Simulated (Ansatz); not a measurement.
The cluster In₄Sn, relaxed as a singlet with RKS r2SCAN-D4/def2-SVP in Ansatz, starting from the GFN2-xTB geometry. Force threshold 0.02 eV/Å.

In the def2 sets In, Sn take a core potential; there is no spin–orbit coupling. The restricted singlet is unstable towards broken spin symmetry in Hartree–Fock (as tested in another run); at r2SCAN-D4/def2-SVP this wasn't settled. Another isomer (singlet) lies 0.45 eV lower at PBE0-D4/def2-TZVP; other spin states weren't run for this one.

Start:

| atom | x (Å) | y (Å) | z (Å) |
| --- | --- | --- | --- |
| In1 | 2.842 | 1.839 | 0.257 |
| In2 | -0.163 | 1.101 | 0.208 |
| In3 | 1.836 | -1.069 | 0.028 |
| In4 | -3.559 | -0.343 | -0.327 |
| Sn5 | -0.957 | -1.528 | -0.166 |

```csv
step,energy (eV),largest force component (eV/Å),SCF passes
1,-26539.1280,0.554,37
2,-26539.1624,0.212,29
3,-26539.2032,0.213,30
4,-26539.2656,0.351,29
5,-26539.4120,0.522,29
6,-26539.5639,0.270,29
7,-26539.6029,0.361,29
8,-26539.6210,0.196,24
9,-26539.6259,0.025,24
10,-26539.6260,0.007,25
```

Force components are those of the run's own axes.

End:

```tsv
atom	x (Å)	y (Å)	z (Å)
In1	2.610	2.133	0.277
In2	-0.230	1.104	0.119
In3	1.508	-1.151	0.040
In4	-2.839	0.050	-0.194
Sn5	-1.049	-2.136	-0.242
```

Bonds formed: In2–In4 (atoms count from 1). Metal–metal contacts that move far: In2–Sn5 2.77 to 3.36 Å.

No frequencies were taken in this run, so the end may be a saddle point.

It took 37 s on 4 threads of Arm Neoverse V1 on a shared host.
